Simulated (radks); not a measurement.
The molybdenum ion Mo+, configuration [Kr] 4d5.

Calculated with a radial shooting solver on a logarithmic mesh with Libxc functionals: Dirac Kohn-Sham, PBE, spin-unpolarised, spherical densities, point nucleus; open shells are shared between the two j in proportion to 2j + 1; speed of light set to 205.554 atomic units (1.5 times the physical value, a model run).

Energy parts (eV):
total: -109063.095
kinetic: 110748.861
electron-nucleus: -261055.447
Hartree: 44567.228
exchange-correlation: -3323.737

Orbitals (lengths in bohr, moments of r in powers of bohr; <r^-3> diverges for s and p1/2; r(90%) holds 90 % of the orbital's charge):
orbital	occ.	eigenvalue (eV)	r(90%)	<r^-3>	<r^2>	small-component weight
1s1/2	2	-19542.98	0.0639	-	0.001722	1.03e-02
2s1/2	2	-2739.192	0.241	-	0.02880	2.10e-03
2p1/2	2	-2522.156	0.218	-	0.02186	2.10e-03
2p3/2	4	-2476.282	0.221	2345	0.02246	2.07e-03
3s1/2	2	-470.7422	0.643	-	0.2171	5.58e-04
3p1/2	2	-387.6808	0.650	-	0.2154	5.34e-04
3p3/2	4	-380.1575	0.657	387.8	0.2200	5.26e-04
3d3/2	4	-230.3396	0.661	57.02	0.2060	4.76e-04
3d5/2	6	-228.8585	0.664	55.83	0.2075	4.74e-04
4s1/2	2	-69.0068	1.64	-	1.434	1.25e-04
4p1/2	2	-45.5157	1.84	-	1.754	1.04e-04
4p3/2	4	-44.4550	1.86	54.79	1.793	1.02e-04
4d3/2	2	-10.5540	3.05	3.853	4.309	4.99e-05
4d5/2	3	-10.4571	3.06	3.753	4.356	4.95e-05
5s1/2	0	-9.5660	4.89	-	12.51	1.57e-05
5p1/2	0	-5.8875	6.21	-	19.94	9.75e-06
5p3/2	0	-5.8134	6.27	3.841	20.32	9.58e-06

The highest occupied level is 4d5/2 at -10.457 eV. The density falls to 0.001 e/bohr^3 at r = 3.99 bohr.
